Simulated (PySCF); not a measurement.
BH3N, SMILES B[NH], multiplicity 2.

Geometry: B3LYP-D3(BJ)/def2-TZVP. The isomer is the one that the SMILES or the coordinates give; other isomers of the formula were not compared.

Two levels are set side by side: PBE/def2-TZVPD (PySCF) and CAM-B3LYP/def2-TZVPD (PySCF). Same geometry, gas phase. Differences are taken from unrounded values.

```json
[
 {"quantity": "α-spin orbital gap (eV)", "CAM-B3LYP": "10.07", "PBE": "5.48", "PBE minus CAM-B3LYP": "-4.59"},
 {"quantity": "β-spin orbital gap (eV)", "CAM-B3LYP": "7.99", "PBE": "2.70", "PBE minus CAM-B3LYP": "-5.30"},
 {"quantity": "dipole moment (D)", "CAM-B3LYP": "1.31", "PBE": "1.18", "PBE minus CAM-B3LYP": "-0.14"},
 {"quantity": "mean polarisability (bohr³)", "CAM-B3LYP": "26.5", "PBE": "28.0", "PBE minus CAM-B3LYP": "1.6"}
]
```

PBE's more diffuse valence density responds more strongly to a field. Differences between two approximate levels are no errors against the true value.

Rough cost on one machine, each run with all the roots and properties that it gave: CAM-B3LYP against PBE within a factor of 2.
